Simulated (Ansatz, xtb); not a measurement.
Two isomers of C3H9FGe2

We compare a, `FC1[CH2][GeH2][GeH2][CH2]1`, a singlet, with b, `C=[CH][GeH2][CH2][GeH2][F]`, a singlet. Both are isolated molecules in the gas phase, relaxed with r2SCAN-D4/def2-SVP; each stands in its lowest conformer found.

a (Å):

| atom | x (Å) | y (Å) | z (Å) |
| --- | --- | --- | --- |
| C | -0.8001 | -0.0686 | 0.6626 |
| C | 0.2008 | 0.9830 | 1.1229 |
| C | -0.6071 | -0.5159 | -0.7804 |
| F | -2.0801 | 0.5086 | 0.7513 |
| Ge | 0.0892 | 2.5202 | -0.1349 |
| Ge | -0.6732 | 1.1039 | -1.9334 |
| H | -0.8070 | -0.9370 | 1.3494 |
| H | 1.2217 | 0.5665 | 1.1022 |
| H | -0.0190 | 1.2842 | 2.1589 |
| H | -0.9110 | 3.5763 | 0.3528 |
| H | 1.4674 | 3.1761 | -0.3192 |
| H | 0.2740 | 0.9573 | -3.1355 |
| H | -2.0947 | 1.3769 | -2.4416 |
| H | 0.3736 | -1.0070 | -0.8950 |
| H | -1.3836 | -1.2465 | -1.0552 |

b (Å):

```yaml
atoms:
  - { symbol: C, position_ang: [-0.6458, 0.0013, 2.5982] }
  - { symbol: C, position_ang: [0.0616, 0.6872, 1.6885] }
  - { symbol: C, position_ang: [-0.5516, 1.0642, -1.4053] }
  - { symbol: F, position_ang: [-1.2559, -1.2873, -3.0820] }
  - { symbol: Ge, position_ang: [-0.7535, 1.8667, 0.3768] }
  - { symbol: Ge, position_ang: [-0.9746, -0.8297, -1.4132] }
  - { symbol: H, position_ang: [-1.7363, 0.0954, 2.6753] }
  - { symbol: H, position_ang: [-0.1687, -0.6837, 3.3101] }
  - { symbol: H, position_ang: [1.1527, 0.5522, 1.6626] }
  - { symbol: H, position_ang: [-0.0900, 3.2554, 0.3959] }
  - { symbol: H, position_ang: [-2.2488, 1.9882, 0.7169] }
  - { symbol: H, position_ang: [0.4823, 1.2026, -1.7613] }
  - { symbol: H, position_ang: [-1.2207, 1.5762, -2.1168] }
  - { symbol: H, position_ang: [-2.2851, -1.1429, -0.6741] }
  - { symbol: H, position_ang: [0.1922, -1.7032, -0.9315] }
```

Quicker runs give these differences E(b) − E(a): GFN2-xTB +9.9 kcal/mol; HF/STO-3G +45.9 kcal/mol (at GFN2-xTB geometries); r2SCAN-D4/def2-SVP//GFN2-xTB +6.6 kcal/mol.

Estimate E(b) − E(a) at the level CCSD(T)/def2-SVP + ΔMP2/def2-TZVPP.

Calculated at CCSD(T)/def2-SVP + ΔMP2/def2-TZVPP: E(b) − E(a) = −4.5 kcal/mol, so structure b lies lower.

Level by level:

```json
{"level": "GFN2-xTB", "geometry": "GFN2-xTB", "E(b) − E(a) (kcal/mol)": "+9.9", "departure from the last row (kcal/mol)": "+14.4", "job, with rough time for the two": "optimisation, 0.29 s"}
{"level": "HF/STO-3G", "geometry": "GFN2-xTB", "E(b) − E(a) (kcal/mol)": "+45.9", "departure from the last row (kcal/mol)": "+50.4", "job, with rough time for the two": "single point, 1.6 s"}
{"level": "r2SCAN-D4/def2-SVP//GFN2-xTB", "geometry": "GFN2-xTB", "E(b) − E(a) (kcal/mol)": "+6.6", "departure from the last row (kcal/mol)": "+11.1", "job, with rough time for the two": "single point, 7.8 s"}
{"level": "r2SCAN-D4/def2-SVP", "geometry": "r2SCAN-D4/def2-SVP", "E(b) − E(a) (kcal/mol)": "+5.3", "departure from the last row (kcal/mol)": "+9.8", "job, with rough time for the two": "optimisation, 2.3 min"}
{"level": "HF/def2-SVP", "geometry": "r2SCAN-D4/def2-SVP", "E(b) − E(a) (kcal/mol)": "−6.3", "departure from the last row (kcal/mol)": "−1.9", "job, with rough time for the two": "part of the CCSD(T) run"}
{"level": "MP2/def2-SVP", "geometry": "r2SCAN-D4/def2-SVP", "E(b) − E(a) (kcal/mol)": "−1.2", "departure from the last row (kcal/mol)": "+3.3", "job, with rough time for the two": "part of the CCSD(T) run"}
{"level": "CCSD(T)/def2-SVP", "geometry": "r2SCAN-D4/def2-SVP", "E(b) − E(a) (kcal/mol)": "−1.1", "departure from the last row (kcal/mol)": "+3.4", "job, with rough time for the two": "single point"}
{"level": "CCSD(T)/def2-SVP + ΔMP2/def2-TZVPP", "geometry": "r2SCAN-D4/def2-SVP", "E(b) − E(a) (kcal/mol)": "−4.5", "departure from the last row (kcal/mol)": "", "job, with rough time for the two": "single point, 4.6 min"}
```

As drawn, b has 1 C=C, 1 C–Ge, 1 F–Ge in place of 1 C–F, 2 C–C, 1 Ge–Ge. Structure a has a 5-membered ring, b no ring.

GFN2-xTB, HF/STO-3G, r2SCAN-D4/def2-SVP//GFN2-xTB, r2SCAN-D4/def2-SVP put the two in the other order. The largest departure from CCSD(T)/def2-SVP + ΔMP2/def2-TZVPP is that of HF/STO-3G, 50.4 kcal/mol. The last row adds to CCSD(T) the change of the MP2 difference between the two basis sets, here −3.4 kcal/mol, a large step that makes the value less sure.

With thermal terms from frequencies at re-optimised GFN2-xTB minima (ideal gas, soft modes damped towards free rotors, one conformer each, 298.15 K, 1 atm): the zero-point term adds −3.3 kcal/mol; ΔH is −6.4 and ΔG −10.1 kcal/mol.

The correlated steps freeze 22 core orbitals; the filled d shell of Ge is correlated, in a basis made for valence electrons. Programs: Ansatz 0.2.0, xtb 6.7.1; the last row on 2 threads of Intel(R) Xeon(R) Processor @ 2.70GHz on a shared host.
